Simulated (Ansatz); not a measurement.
Input and output for CH₄FGeS, SMILES `[CH3][Ge]([F])[SH]` radical.

```yaml
crystal:
  periodic: [false, false, false]
  atoms:
    - {symbol: C, position_ang: [-0.130243, 1.168152, -0.598014]}
    - {symbol: Ge, position_ang: [0.545877, -0.635562, -0.236806]}
    - {symbol: F, position_ang: [1.801634, -0.444551, 0.974449]}
    - {symbol: S, position_ang: [-1.094835, -1.824949, 0.692504]}
    - {symbol: H, position_ang: [-1.007914, 1.110541, -1.241883]}
    - {symbol: H, position_ang: [-0.395923, 1.621674, 0.358797]}
    - {symbol: H, position_ang: [0.644463, 1.760981, -1.082776]}
    - {symbol: H, position_ang: [-0.270960, -2.813384, 1.077929]}
basis:
  gaussian: {orbitals: cc-pVDZ}
magnetization: {spin_polarized: false, initial_magnetization: 1}
hamiltonian: {xc: {name: B3LYP}}
output: {forces: true}
```

```sh
$ ansatz run in.yaml --threads 4 --pin off --events-out ev --progress --plain --max-ram 10444MiB
```

Shortened log:

```
Functional definition: B3LYP
957 factors; integrals over basis functions are off by at most 9.4e-4 eV
mean field evaluation 1: about -71167.8065 eV, gradient 5.5e1 eV
mean field evaluation 2: about -71167.8880 eV, gradient 5.5e1 eV
mean field evaluation 4: about -71174.0852 eV, gradient 1.7e1 eV
mean field evaluation 8: about -71174.6614 eV, gradient 1.1e0 eV
mean field evaluation 16: about -71174.6657 eV, gradient 4.1e-4 eV
mean field -71174.66568080 eV, -2615.6207198482 hartree, gradient 8.4e-5 eV, S^2 0.750000; 0 other end points of the search recorded, 0 dependent functions left out
reference -71174.66590978 eV, -2615.6207282632 hartree; 34, 33 occupied and 59, 60 virtual orbitals, 957 factors
Total energy: -71174.66590978 eV, -2615.6207282632 hartree
Atom 0 at    -0.130243     1.168152    -0.598014 Å, force    -0.040489     0.036190     0.012853 eV/Å
Atom 1 at     0.545877    -0.635562    -0.236806 Å, force     0.017779    -0.139259    -0.692116 eV/Å
Atom 2 at     1.801634    -0.444551     0.974449 Å, force     0.549635     0.084206     0.516366 eV/Å
Atom 3 at    -1.094835    -1.824949     0.692504 Å, force    -0.638943    -0.005623     0.100320 eV/Å
Atom 4 at    -1.007914     1.110541    -1.241883 Å, force    -0.274807    -0.013486    -0.207900 eV/Å
Atom 5 at    -0.395923     1.621674     0.358797 Å, force    -0.083594     0.160145     0.292714 eV/Å
Atom 6 at     0.644463     1.760981    -1.082776 Å, force     0.248051     0.189132    -0.158555 eV/Å
Atom 7 at    -0.270960    -2.813384     1.077929 Å, force     0.222368    -0.311306     0.136317 eV/Å
Dipole moment:    -0.125183     0.113285    -0.305673 e Å
```

It took 2.6 s on 4 threads of an Intel Xeon Platinum 8488C on a shared host, with 0.42 GiB of host memory at the peak.
